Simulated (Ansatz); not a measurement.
Consider the substitution at a C–Si bond: `C[SiH]1OB1O` + `N#CCCO` → `COCCC#N` + `OB1O[SiH2]1`.

Isolated molecules relaxed with PBE0-D4/def2-TZVP in Ansatz; ΔE leaves out vibrations. CCSD(T)/CBS is the MP2 limit (def2-TZVPP, def2-QZVPP) plus CCSD(T) − MP2 in def2-TZVPP, frozen cores. Functionals use def2-TZVPP. Each species was taken in one conformer, which may not be the lowest.

**Question.** Is it downhill or uphill in electronic energy at CCSD(T)/CBS, and by how much? (Best estimate.)

**Answer.** Computed: Uphill: ΔE = +94.2 kJ/mol.

**Question.** What do these levels give: PBE0-D4, ωB97X-V, B2PLYP, r2SCAN, PBE0, HF/def2-TZVPP, MP2/def2-TZVPP, SCS-MP2/def2-TZVPP, CCSD/def2-TZVPP, HF/def2-QZVPP, HF/CBS(def2), CCSD/CBS(def2)? (An estimate is asked.)

**Answer.** Computed: PBE0-D4 93.4, ωB97X-V 88.4, B2PLYP 91.0, r2SCAN 92.8, PBE0 94.7, HF/def2-TZVPP 85.3, MP2/def2-TZVPP 95.5, SCS-MP2/def2-TZVPP 89.4, CCSD/def2-TZVPP 90.4, HF/def2-QZVPP 85.1, HF/CBS(def2) 85.0, CCSD/CBS(def2) 94.6 kJ/mol.

Largest T1 diagnostic among the species: 0.015.

In def2-TZVPP, CCSD(T) changes the Hartree–Fock value by +4.7 kJ/mol (the triples alone add −0.4 kJ/mol) and MP2 by +10.2 kJ/mol.
